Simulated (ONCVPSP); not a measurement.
## Pseudopotential generation for Li: ONCV, PBE, scalar-relativistic.

- Element: Li
- Generator: ONCVPSP 4.0.1
- Type: optimised norm-conserving Vanderbilt (ONCV)
- Functional: PBE
- Relativity: scalar-relativistic
- Frozen core: [He]
- Valence charge: 1
- Reference configuration: 2s1
- Partial waves: 2s: rc 2.00 bohr, ncon 4, nbas 7, qcut 2.6 1/bohr, 2 projectors, debl 3.9 Ha; p scattering state at 0.25 Ha: rc 1.80 bohr, ncon 4, nbas 8, qcut 4.6 1/bohr, 2 projectors, debl 2.2 Ha
- Local potential: polynomial inside 1.15 bohr (lpopt 4, dvloc0 -1 Ha)
- Core correction: Teter function fitted to the true core (icmod 2), fcfact 0.3

All-electron outer shells of the reference configuration (PBE, scalar-relativistic, ld1.x):

```csv
shell,level (eV),outermost node (bohr),outermost maximum (bohr)
1s,-51.85,–,0.36
2s,-2.87,0.83,3.12
```

(1) Does this generation succeed?

Results:

(1) No. ONCVPSP 4.0.1 stopped with "optimize: ERROR ps0norm > uunorm, code will stop": the continuity conditions at rc already need more norm inside rc than the all-electron wave has, so norm conservation cannot be met. It happened in the s channel.
